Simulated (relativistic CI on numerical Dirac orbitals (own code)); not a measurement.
## Sb XIX: what numerical and physical settings do to a radial Dirac CI calculation

Reference input:

```
atom Sb  Z=51  charge=18  electrons=33
nucleus A=121  rms_radius_fm=4.6802
hamiltonian dirac-coulomb  breit=on  qed=on  c_scale=1
orbitals kli  potential=per-configuration
slater_scale 1
correlation none
mixing on
grid step=0.0125 r_max=7.8
scf mixing=0.4 start=green max_iterations=150 tolerance=2e-08 node_fill=0.05
configurations
  [Ar] 3d10 4s2 4p3
  [Ar] 3d10 4s 4p4
end
```

Computed lowest total energy -6343.41955 Ha, first excitation 74893.1 cm⁻¹, 20 SCF steps. Runs with settings changed; * marks those that are bad on purpose:

```csv
Changed,Outcome,Lowest level,ΔE (Ha),First excitation (cm⁻¹),SCF steps,Message
SCF tolerance 1e-05,converged,4s2.4p3 4S°_3/2,4.84e-07,74893.1,16,
"QED terms off, end of the grid at 3.9 bohr",converged,4s2.4p3 4S°_3/2,-3.16,74760.8,20,
SCF tolerance 1e-06,converged,4s2.4p3 4S°_3/2,0,74893.1,20,
"Slater scale 0.6, iteration limit 20",converged,4s2.4p3 2P°_3/2,0.0203,78500.3,20,
end of the grid at 1.95 bohr *,not converged,,,,10,orbital 3s not found
grid step 0.002 *,refused,,,,0,"the grid has 7935 points, outside 40 to 4096"
```
